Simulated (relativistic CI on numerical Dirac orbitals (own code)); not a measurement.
Mo⁵⁺: M2,3 absorption edge

Computed with this model: Dirac-Coulomb-Breit CI, KLI orbitals optimised for each configuration, model QED (radiative potential, 1s self-energy scaled to tabulated hydrogen-like ionisation energies), valence Slater integrals scaled by 0.8, multiplet model of core-to-valence dipole absorption; configurations [Kr] 4d → [Ne] 3s2 3p5 3d10 4s2 4p6 4d2; 300 K; Lorentzian 3 eV and Gaussian 0.4 eV FWHM. Energies are those of the free ion, without screening or charge transfer. The branching ratio is the share of the lower-energy edge in the whole absorption, uncertain by about 0.02 where the edges overlap. S is read from ⟨S²⟩ = S(S + 1).

Field parameters in Wybourne normalisation: D3d B²₀ = −7Dσ, B⁴₀ = −14Dq − 21Dτ, B⁴₃ = −14√(10/7) Dq; D4h B²₀ = −7Ds, B⁴₀ = 21(Dq − Dt), B⁴₄ = 21√(5/14) Dq; Oh B⁴₀ = 21Dq, B⁴₄ = √(5/14) B⁴₀; Td as Oh with Dq negative (B⁴₀ = 21Dq, B⁴₄ = √(5/14) B⁴₀). The field is a parameter set, without covalency.

Case free ion, the dichroism is that of the ground state at zero temperature, magnetised by exchange field 10 meV on Sz. The dichroism I(Δm = −1) − I(Δm = +1), over the sum of the three polarisations, integrates to 0.0108 on the lower edge and 0.0775 on the upper edge. The branching ratio is 0.760.

Question: Use the orbital sum rule with 9 holes to get ⟨Lz⟩.

Answer: For a p → d edge ⟨Lz⟩ = 2 × n_h × (sum of both integrals) in this sign convention = 1.59; the ground state itself has ⟨Lz⟩ = 1.81 and ⟨Sz⟩ = -0.31. The rule assumes one radial integral for both edges, which relativistic orbitals only approach.
